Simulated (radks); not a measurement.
Coherent X-ray form factor from a spherical all-electron density. All-electron calculation, Dirac Kohn-Sham, revPBE, spin-unpolarised, spherical densities, point nucleus. Program: a radial shooting solver on a logarithmic mesh with Libxc functionals.

sin(theta)/lambda (1/angstrom),f0 (electrons)
0.05,69.277
0.1,67.276
0.15,64.389
0.2,61.025
0.25,57.496
0.3,54.008
0.4,47.576
0.5,42.077
0.6,37.424
0.8,30.004
1,24.518
1.25,19.882
1.5,17.007
2,13.477

The species is in the configuration that NIST lists as its ground one. Which atom or ion scatters so?

Answer. The hafnium ion Hf2+, [Xe] 4f14 5d2. Extrapolating in s^2 from the first two rows gives f0(0) = 69.9, near the electron count 70; among species with that count, the fall with angle is slower the higher Z, and the table is that of Z = 72; from so few rows the species is fixed only to a neighbour or two.
